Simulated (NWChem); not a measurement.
System: BH2Br; SMILES BBr

This build's default masses of Se (78.918 u) and Br (79.917 u) are each other's, which moves their modes by up to 0.6 %.

Task: Give the equilibrium geometry at PBE-D3(BJ)/def2-SVP (NWChem) as an XYZ file, with the point group.

Result: point group C2v; any orientation.
```
4

B      0.0000     0.0000    -1.5232
H      0.0000     1.0696    -2.0897
H      0.0000    -1.0696    -2.0897
Br     0.0000     0.0000     0.3768
```
